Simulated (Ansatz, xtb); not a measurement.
**Ranking isomers of C5H5O3P**

4 gas-phase structures of C5H5O3P, from a drawn sample of its isomers (lower ones may exist). Each was relaxed with GFN2-xTB; where two conformers were screened, the lower at r2SCAN-D4/def2-SVP is listed:

A. `COC1=COC(C=O)=P1`, a singlet
B. `COC(=O)C1=PC=CO1`, a singlet
C. `COC(=O)C1=CP=CO1`, a singlet
D. `COC(=O)C1=COC=P1`, a singlet

Task: Estimate their order in r2SCAN-D4/def2-SVP energy at these geometries, lowest first.

Result: Calculated order at r2SCAN-D4/def2-SVP: D (0.0), C (0.3), B (0.4), A (102.1) kJ/mol. Less than 1 kcal/mol parts D and C; C and B, so the order within those pairs means little.

Energies above the lowest of each column, in kJ/mol; the last columns are at PBE0-D3(BJ)/def2-SVP geometries and were run for some of them only (a dash: not run or not comparable):

```
structure  GFN2-xTB  HF/STO-3G  r2SCAN-D4/def2-SVP  PBE0-D3(BJ)/def2-SVP  CCSD(T)/def2-SVP + ΔMP2/def2-TZVPP
        D       2.4        0.0                 0.0                   0.0                                 0.0
        C      10.5        2.3                 0.3                   4.2                                 4.7
        B       0.0        0.7                 0.4                   2.5                                 3.6
        A      72.4       69.5               102.1                     –                                   –
```

CCSD(T)/def2-SVP + ΔMP2/def2-TZVPP has B and D within 1 kcal/mol of each other at the bottom, and every level picks one of them. CCSD(T)/def2-SVP + ΔMP2/def2-TZVPP orders those it was run on as D (0.0), B (3.6), C (4.7) kJ/mol. Less than 1 kcal/mol parts D and B; B and C, so the order within those pairs means little. Flexible structures stand in one conformer each, not always the lowest. Frequencies (GFN2-xTB) were run for B, C, D alone. ΔMP2 is the change of the MP2 energy from the smaller to the larger basis.

Over these structures GFN2-xTB departs from r2SCAN-D4/def2-SVP by 12.7 kJ/mol on average once a common shift is removed. A GFN2-xTB relaxation took about 0.076 s and the r2SCAN-D4/def2-SVP energy about 2.5 s on a shared host (Ansatz 0.2.0, xtb 6.7.1).
